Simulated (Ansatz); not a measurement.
C6H14N, doublet, at a GFN2-xTB geometry; Ansatz (a quantum-chemistry and plane-wave program) with PBE0/STO-3G.

Here is a job for Ansatz.
Ansatz 0.2 input:
```yaml
crystal:
  periodic: [false, false, false]
  atoms:
    - {symbol: C, position_ang: [2.23774829, -1.06600514, 0.72563026]}
    - {symbol: C, position_ang: [1.23625200, -0.25151163, -0.02358785]}
    - {symbol: C, position_ang: [1.73189233, 0.84748266, -0.90693809]}
    - {symbol: N, position_ang: [0.00024550, -0.07098966, 0.61763009]}
    - {symbol: C, position_ang: [-1.15293146, 0.41091882, -0.11450240]}
    - {symbol: C, position_ang: [-1.65665142, -0.60975282, -1.14390138]}
    - {symbol: C, position_ang: [-2.25220261, 0.75805314, 0.88671889]}
    - {symbol: H, position_ang: [2.72789644, -0.49679238, 1.52791011]}
    - {symbol: H, position_ang: [3.01867720, -1.41449742, 0.05111974]}
    - {symbol: H, position_ang: [1.76708968, -1.93645530, 1.18298508]}
    - {symbol: H, position_ang: [2.74459320, 0.62279050, -1.23142907]}
    - {symbol: H, position_ang: [1.11163679, 0.96439505, -1.79751888]}
    - {symbol: H, position_ang: [1.74849288, 1.81611198, -0.39140361]}
    - {symbol: H, position_ang: [-0.23318487, -0.85752198, 1.21197496]}
    - {symbol: H, position_ang: [-0.84901424, 1.32320817, -0.63707345]}
    - {symbol: H, position_ang: [-2.47793550, -0.19512004, -1.72271592]}
    - {symbol: H, position_ang: [-2.00437413, -1.51103468, -0.64206507]}
    - {symbol: H, position_ang: [-0.85004165, -0.88176224, -1.82073888]}
    - {symbol: H, position_ang: [-1.87963148, 1.46795640, 1.62067237]}
    - {symbol: H, position_ang: [-2.58604423, -0.13677098, 1.40898003]}
    - {symbol: H, position_ang: [-3.10452138, 1.19731047, 0.37537523]}
basis:
  gaussian:
    orbitals: STO-3G
hamiltonian:
  xc: pbe0
magnetization: {spin_polarized: true, initial_magnetization: 1}
```

What the program printed (banner, timings and long lists left out):

```
Functional definition: PBE0
696 factors; integrals over basis functions are off by at most 4.0e-5 eV
mean field evaluation 1: about -7833.9205 eV, gradient 7.7e0 eV
mean field evaluation 2: about -7834.2178 eV, gradient 5.3e0 eV
mean field evaluation 4: about -7834.3709 eV, gradient 3.2e-1 eV
mean field evaluation 8: about -7834.3281 eV, gradient 1.0e-2 eV
mean field -7834.32805665 eV, -287.9062457838 hartree, gradient 5.8e-5 eV, S^2 0.752657; 0 other end points of the search recorded, 0 dependent functions left out
reference -7834.32808097 eV, -287.9062466775 hartree; 29, 28 occupied and 20, 21 virtual orbitals, 696 factors
Total energy: -7834.32808097 eV, -287.9062466775 hartree
```
